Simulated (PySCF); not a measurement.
Job file and geometry (Å, from GFN2-xTB) of an NMR shielding run on SMILES C([C@H]1C(C=O)=C[SiH2]1)CCl, C$_{6}$H$_{9}$ClOSi, GIAO PBE0/pcSseg-1 NMR shielding, non-relativistic, gas phase (PySCF); density fitting, a coarse starting grid and PySCF grid level 2 are the driver's defaults:

```
$ OMP_NUM_THREADS=1 python probes_run.py task.json out

{"job": {"kind": "nmr", "xc": "PBE0", "basis": "pcSseg-1"}, "charge": 0, "multiplicity": 1}
O     -1.063892     2.081191     1.920148
C     -1.795381     1.347898     1.300723
C     -1.377192     0.209244     0.496727
C     -2.140061    -0.591777    -0.273317
Si    -0.679500    -1.636169    -0.882285
C      0.035679    -0.314097     0.338447
C      1.025870     0.724156    -0.175979
C      2.378488     0.115924    -0.498853
Cl     3.143150    -0.576397     0.957717
H     -2.895258     1.506950     1.297624
H     -3.209911    -0.533242    -0.399072
H     -0.332881    -1.442257    -2.288566
H     -0.642014    -3.034106    -0.470443
H      0.412330    -0.708225     1.284481
H      0.639219     1.180513    -1.092088
H      1.143744     1.513372     0.570565
H      2.279667    -0.702558    -1.213377
H      3.069182     0.865895    -0.884109
```

Question: What does the program print?

Answer: 
```
coarse grid: 16432 points
cycle   1  E = -1058.0211425628  dE =  1.257e+00  |g| = 7.894e-01  |ddm| = 3.971e+00
cycle   2  E = -1057.6247630738  dE =  3.964e-01  |g| = 1.611e+00  |ddm| = 2.781e+00
cycle   3  E = -1058.1470079449  dE = -5.222e-01  |g| = 1.837e-01  |ddm| = 2.215e+00
cycle   4  E = -1058.1538484046  dE = -6.840e-03  |g| = 8.730e-02  |ddm| = 2.715e-01
cycle   5  E = -1058.1556616228  dE = -1.813e-03  |g| = 2.305e-02  |ddm| = 1.022e-01
cycle   6  E = -1058.1557736712  dE = -1.120e-04  |g| = 9.254e-03  |ddm| = 2.902e-02
cycle   7  E = -1058.1557943369  dE = -2.067e-05  |g| = 2.831e-03  |ddm| = 1.202e-02
cycle   8  E = -1058.1557960371  dE = -1.700e-06  |g| = 6.858e-04  |ddm| = 3.291e-03
final grid: 150480 points
cycle   9  E = -1058.2198189235  dE = -2.660e-05  |g| = 1.269e-02  |ddm| = 3.279e-02
cycle  10  E = -1058.2197321194  dE =  8.680e-05  |g| = 2.434e-02  |ddm| = 3.172e-02
cycle  11  E = -1058.2198511549  dE = -1.190e-04  |g| = 2.729e-03  |ddm| = 2.293e-02
cycle  12  E = -1058.2198526683  dE = -1.513e-06  |g| = 5.491e-04  |ddm| = 2.989e-03
cycle  13  E = -1058.2198527380  dE = -6.968e-08  |g| = 1.424e-04  |ddm| = 7.617e-04
cycle  14  E = -1058.2198527421  dE = -4.147e-09  |g| = 6.652e-05  |ddm| = 1.917e-04
cycle  15  E = -1058.2198527432  dE = -1.070e-09  |g| = 1.810e-05  |ddm| = 7.434e-05
cycle  16  E = -1058.2198527433  dE = -8.959e-11  |g| = 3.801e-06  |ddm| = 2.310e-05
converged SCF energy = -1058.2198527433

GIAO shielding tensors (ppm)
atom      isotropic    diamagn.    paramagn.     s11        s22        s33       span
  0 O     -370.229     402.277    -772.506  -1063.099   -418.197    370.609   1433.708
  1 C       -7.341     240.399    -247.740    -90.775    -15.727     84.479    175.254
  2 C       14.985     266.743    -251.759    -96.339     12.250    129.043    225.383
  3 C       25.548     256.437    -230.889    -88.349     -1.424    166.417    254.766
  4 Si     394.323     880.826    -486.502    358.127    401.458    423.384     65.256
  5 C      152.381     250.360     -97.979    131.967    155.745    169.431     37.465
  6 C      149.975     247.262     -97.287    136.352    149.548    164.023     27.672
  7 C      134.506     246.494    -111.988    106.136    138.561    158.820     52.684
  8 Cl     872.142    1146.327    -274.185    707.349    835.698   1073.378    366.029
  9 H       21.739      26.416      -4.677     20.096     20.995     24.124      4.028
 10 H       24.446      32.734      -8.288     22.349     25.042     25.947      3.598
 11 H       27.093      29.731      -2.638     24.027     26.060     31.192      7.165
 12 H       26.764      29.161      -2.397     23.647     24.874     31.770      8.124
 13 H       28.405      32.110      -3.705     24.293     29.682     31.241      6.948
 14 H       30.339      32.376      -2.037     26.551     29.125     35.340      8.789
 15 H       28.545      31.413      -2.868     23.115     28.248     34.274     11.159
 16 H       28.474      29.730      -1.256     23.360     27.652     34.409     11.048
 17 H       27.844      28.144      -0.300     21.486     27.412     34.634     13.148
```

Question: Turn these shieldings into chemical shifts. Chemical shifts δ = σref − σ; H2O for 17O (σ = 336.08 ppm); TMS for 13C (σ = 186.93 ppm), 29Si (σ = 349.16 ppm), 1H (σ = 31.72 ppm); HCl for 35Cl (σ = 949.78 ppm), all at this level.

Answer: Averaging equivalent atoms: O 0: 706.3; C 1: 194.3; C 2: 171.9; C 3: 161.4; C 7: 52.4; C 6: 37.0; C 5: 34.5; Si 4: -45.2; Cl 8: 78; H 9: 9.98; H 10: 7.27; H 12: 4.95; H 11: 4.62; H 17: 3.87; H 13: 3.31; H 16: 3.24; H 15: 3.17; H 14: 1.38 ppm. Unscaled 17O shifts of doubly bonded oxygen tend to come out too high, by tens of ppm or more. Experimental scales use liquid or dissolved standards, which lie at an offset from isolated H2O (liquid H2O: subtract about 36 ppm).

Size and cost of the density-fitted run: 212 basis functions, 87 s wall time on 1 thread of an Arm Neoverse N1, shared host; peak memory 0.95 GiB.
